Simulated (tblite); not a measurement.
Run record: tight-binding relaxation, `C1(C(=O)[NH])CC=1F` [radical].

Computed with GFN2-xTB geometry optimisation, gas phase (tblite 0.8.0). Start geometry: from a force field or distance geometry. The command runs a driver script over a list of jobs; the input below is this job's line of settings and its coordinates in Å.

Command:
```bash
OMP_NUM_THREADS=1 python probes_run.py task.json out
```

Input:
```
{"job": {"kind": "relax", "xc": "GFN2-xTB", "basis": "xTB"}, "charge": 0, "multiplicity": 2}
N      1.995000    -1.029800    -0.190200
C      1.251300     0.158100     0.118500
O      1.954300     1.152300     0.483500
C     -0.199200     0.244800     0.054000
C     -1.351100     0.883100     0.197000
F     -1.893200     2.095400     0.526000
C     -1.444100    -0.525200    -0.255300
H      3.047900    -0.951700    -0.097000
H     -1.673000    -0.698100    -1.337400
H     -1.679000    -1.324400     0.478600
```

Output:
```
step      E/eV     max force
  0    -587.70448    3.648
  1    -588.09039    2.240
  2    -588.21907    2.553
  3    -588.31171    0.826
  4    -588.36932    0.666
  5    -588.38957    0.608
  6    -588.40215    0.330
  7    -588.40794    0.321
  8    -588.41145    0.163
  9    -588.41292    0.100
... (16 lines left out)
 26    -588.41822    0.037
 27    -588.41832    0.034
 28    -588.41840    0.032
 29    -588.41847    0.026
 30    -588.41850    0.015
 31    -588.41852    0.013
 32    -588.41853    0.012
 33    -588.41855    0.015
 34    -588.41856    0.012
 35    -588.41857    0.008
```

«max force» is the largest atomic force in eV/Å.

Q: From which step on does the largest force stay under 0.1 eV/Å, and how much energy is left to gain from there?

A: From step 9 (0.100 eV/Å), 5.7 meV above the end.

Summary of the converged run: energy lowered by 16.5 kcal/mol over 35 steps; largest atomic force 0.008 eV/Å at the end.

The run took 0.16 s of wall time on an Arm Neoverse V1 with one thread, shared host with 64 logical CPUs at a one-minute load of 24.
Labels such as C1 count atoms from 1, the log's own numbers from 0.
